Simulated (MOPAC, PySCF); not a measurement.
C$_{2}$H$_{2}$O$_{2}$, SMILES `C1(CO1)=O`, neutral singlet in the gas phase. 

Cartesian coordinates (Å):
SMILES: O1C(C1)=O
```xyz
6

O      1.9097    -0.5050    -0.0335
C      0.8198    -0.0430    -0.0249
C     -0.6243    -0.1043     0.0272
O      0.2372     1.1505    -0.0776
H     -1.1403    -0.1933     0.9756
H     -1.2021    -0.3048    -0.8669
```
Charge 0, multiplicity 1.

All levels are single points at this geometry (B3LYP-D3(BJ)/def2-TZVP); Pople sets use spherical d functions. Orbital energies aren't observables, and empty levels follow the basis.

B3LYP-D3(BJ)/def2-TZVP in PySCF gives gap (eV) = 7.68.

Question: Estimate the gap (eV) from each of these levels: B3LYP/3-21G in PySCF; B3LYP/6-311+G** in PySCF; B3LYP/6-31G* in PySCF; HF/3-21G in PySCF; HF/6-31G* in PySCF; HF/STO-3G in PySCF; AM1 in MOPAC; PM7 in MOPAC.

Answer: 
```csv
level,gap (eV)
B3LYP/3-21G in PySCF,7.64
B3LYP/6-311+G** in PySCF,7.62
B3LYP/6-31G* in PySCF,7.73
HF/3-21G in PySCF,16.45
HF/6-31G* in PySCF,16.75
HF/STO-3G in PySCF,17.12
AM1 in MOPAC,12.06
PM7 in MOPAC,11.45
```
